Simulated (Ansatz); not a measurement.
Input for Ansatz (a program for electronic structure): U-CCSD(T)/def2-TZVPP on H2OSn (SMILES [OH][SnH]), a point of a bond scan (R = 3.155 Å). Elements past Kr take the def2 small-core potentials; no spin–orbit coupling. The run froze 10 orbitals, filled d shells among them.

Ansatz 0.2 input:
```yaml
crystal:
  periodic: [false, false, false]
  atoms:
    - {symbol: Sn, position_ang: [-0.18386056, -0.15025870, 0.19526245]}
    - {symbol: H, position_ang: [-2.40871744, 0.13848763, -2.02267119]}
    - {symbol: O, position_ang: [1.21528417, 0.79939053, -0.86933130]}
    - {symbol: H, position_ang: [0.92596202, 1.10307134, -1.73634394]}
basis:
  gaussian:
    orbitals: def2-TZVPP
correlation: {method: ccsd_t, electrons: outside_noble_gas}
scf: {omitted_lower_state_checks: [cluster_reference]}
magnetization: {spin_polarized: true, initial_magnetization: 0}
```

Program output:

```
WARN ansatz: RAYON_NUM_THREADS=1 ignored (pool sized by the plan → 1); use --threads N
Functional definition: HF
these checks for a lower state are left out or cut short: cluster_reference
integrals: 0.22 GiB planned
827 factors; integrals over basis functions are off by at most 8.7e-4 eV
mean field: 0.29 GiB planned
mean field evaluation 1: about -7868.7462 eV, gradient 2.9e1 eV
mean field evaluation 2: about -7868.7487 eV, gradient 2.9e1 eV
mean field evaluation 4: about -7872.5930 eV, gradient 2.0e0 eV
mean field evaluation 8: about -7872.6322 eV, gradient 1.2e-3 eV
mean field evaluation 16: about -7873.4701 eV, gradient 1.8e0 eV
mean field evaluation 32: about -7873.5618 eV, gradient 1.2e-1 eV
mean field evaluation 64: about -7873.1814 eV, gradient 2.6e-6 eV
mean field evaluation 96: about -7873.5460 eV, gradient 1.1e0 eV
mean field evaluation 128: about -7872.9985 eV, gradient 5.1e0 eV
mean field -7873.56222074 eV, -289.3480747199 hartree, gradient 1.6e-6 eV, S^2 0.860706; 15 other end points of the search recorded, 0 dependent functions left out
10 core orbitals not correlated
reference -7873.56222074 eV, -289.3480747199 hartree; 6, 6 occupied and 93, 93 virtual orbitals, 827 factors
second order -8.61296055 eV of doubles, -0.00000000 eV of singles
coupled cluster: 0.55 GiB planned
cycle   1  -8.55363059 eV  change    5.9e-2 eV  update   9.8e-2
cycle   2  -8.82689727 eV  change   -2.7e-1 eV  update   4.4e-2
cycle   3  -8.95057213 eV  change   -1.2e-1 eV  update   3.3e-2
cycle   4  -8.96258908 eV  change   -1.2e-2 eV  update   2.2e-2
cycle   5  -8.99112755 eV  change   -2.9e-2 eV  update   1.8e-2
cycle   6  -9.03077520 eV  change   -4.0e-2 eV  update   1.4e-2
cycle   7  -9.06465478 eV  change   -3.4e-2 eV  update   1.1e-2
cycle   8  -9.09855836 eV  change   -3.4e-2 eV  update   7.7e-3
cycle   9  -9.11865940 eV  change   -2.0e-2 eV  update   4.2e-3
cycle  10  -9.12249979 eV  change   -3.8e-3 eV  update   2.2e-3
cycle  11  -9.12541109 eV  change   -2.9e-3 eV  update   1.2e-3
cycle  12  -9.12602604 eV  change   -6.1e-4 eV  update   6.2e-4
cycle  13  -9.12623845 eV  change   -2.1e-4 eV  update   3.2e-4
cycle  14  -9.12622159 eV  change    1.7e-5 eV  update   2.0e-4
cycle  15  -9.12618244 eV  change    3.9e-5 eV  update   1.1e-4
cycle  16  -9.12613355 eV  change    4.9e-5 eV  update   5.8e-5
cycle  17  -9.12614719 eV  change   -1.4e-5 eV  update   3.0e-5
cycle  18  -9.12615398 eV  change   -6.8e-6 eV  update   1.5e-5
cycle  19  -9.12615737 eV  change   -3.4e-6 eV  update   7.3e-6
cycle  20  -9.12616575 eV  change   -8.4e-6 eV  update   4.3e-6
cycle  21  -9.12616888 eV  change   -3.1e-6 eV  update   2.9e-6
cycle  22  -9.12617250 eV  change   -3.6e-6 eV  update   2.1e-6
cycle  23  -9.12617624 eV  change   -3.7e-6 eV  update   1.7e-6
cycle  24  -9.12618029 eV  change   -4.0e-6 eV  update   1.4e-6
coupled cluster: 0.55 GiB planned
perturbative correction -0.41670322 eV, -0.0153135609 hartree
Total energy: -7883.10510425 eV, -289.6987692205 hartree
Checks for a lower state left out: cluster_reference
```

The calculation finished and met its thresholds. Its determinant has ⟨S²⟩ = 0.86, a mixture of spin states.

Cost: very roughly 22 core-seconds.
